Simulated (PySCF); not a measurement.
PySCF input file for GaBr₃, SMILES [Br][Ga]([Br])[Br], PBE0-D3(BJ)/def2-SVP. Coordinates come from a PBE0-D3(BJ)/def2-SVP optimisation. The isomer is the one that the SMILES or the coordinates give; other isomers of the formula were not compared.

```python
import numpy as np
from pyscf import gto, scf, dft
from pyscf.hessian import thermo

mol = gto.M(
    atom='''
    Ga    0.00000000    0.00000000    0.00000000
    Br    2.26405334    0.00000000    0.00000000
    Br   -1.13202667   -1.96072771    0.00000000
    Br   -1.13202667    1.96072771    0.00000000
    ''',
    basis='def2-SVP',
    charge=0,
    spin=0,
    max_memory=1600,
    verbose=3,
)
mf = dft.RKS(mol, xc='pbe0').density_fit(auxbasis='def2-universal-jkfit')
mf.disp = 'd3bj'
mf.grids.level = 3
mf.conv_tol = 1e-11
mf.max_cycle = 100
mf.kernel()

# [left out here: the lines that compute and print the analytic Hessian (its translational invariance restored by hand, since the grid's response is missing), thermochemistry and intensities]
```

Output:

```
converged SCF energy = -9645.1764043912

WARN: DFTD3 does not support analytical Hessian, using finite difference


WARN: Mole.unit (angstrom) is changed to Bohr

Mode                                 0                   1                   2
Irrep
Freq [cm^-1]                       81.6719             81.6751            111.0433
Reduced mass [au]                  78.3331             78.3331             71.7839
Force const [Dyne/A]                0.3079              0.3079              0.5215
Char temp [K]                     117.5076            117.5123            159.7667
Normal mode                   x     y     z       x     y     z       x     y     z
       0  Ga                -0.00 -0.04 -0.00   -0.04  0.00 -0.00    0.00  0.00 -0.11
       1  Br                -0.00  0.07  0.00   -0.05 -0.00  0.00   -0.00 -0.00  0.03
       2  Br                -0.05 -0.02  0.00    0.04 -0.05  0.00    0.00  0.00  0.03
       3  Br                 0.05 -0.02  0.00    0.04  0.05  0.00   -0.00 -0.00  0.03
Mode                                 3                   4                   5
Irrep
Freq [cm^-1]                      229.8587            356.9494            356.9540
Reduced mass [au]                  79.9040             73.1009             73.1009
Force const [Dyne/A]                2.4874              5.4876              5.4878
Char temp [K]                     330.7155            513.5707            513.5773
Normal mode                   x     y     z       x     y     z       x     y     z
       0  Ga                -0.00 -0.00  0.00   -0.00 -0.10  0.00    0.10 -0.00  0.00
       1  Br                -0.06  0.00 -0.00    0.00  0.00 -0.00   -0.06  0.00 -0.00
       2  Br                 0.03  0.06 -0.00    0.02  0.04 -0.00   -0.01 -0.02 -0.00
       3  Br                 0.03 -0.06 -0.00   -0.02  0.04 -0.00   -0.01  0.02 -0.00
temperature 298.1500 [K]
pressure 101325.00 [Pa]
Rotational constants [GHz] 0.82259 0.82259 0.41130
Symmetry number 6
Zero-point energy (ZPE) 0.00278 [Eh]   7286.170 [J/mol]
                           tot       elec      trans        rot        vib
Entropy [J/mol/K]       360.036      0.000    180.268    116.582     63.186
Cv [J/mol/K]             70.051      0.000     12.472     12.472     45.108
Cp [J/mol/K]             78.366      0.000     20.786     12.472     45.108
Internal energy [J/mol]                      3718.434   3718.434  16415.157
Internal energy [Eh]   -9645.16732  -9645.17640
Enthalpy [J/mol]                             6197.391   3718.434  16415.157
Enthalpy [Eh]          -9645.16638
Gibbs free energy [J/mol]                  -47549.460 -31040.462  -2423.772
Gibbs free energy [Eh] -9645.20726
mode   freq/cm-1   IR/(km/mol)
   1       81.67         2.381
   2       81.68         2.381
   3      111.04         5.723
   4      229.86         0.000
   5      356.95        65.856
   6      356.95        65.849
max |gradient| / (hartree/bohr): 6.565266286099908e-05
APT charges: [ 1.4447 -0.4816 -0.4816 -0.4816]
```

The calculation finished and met its thresholds.
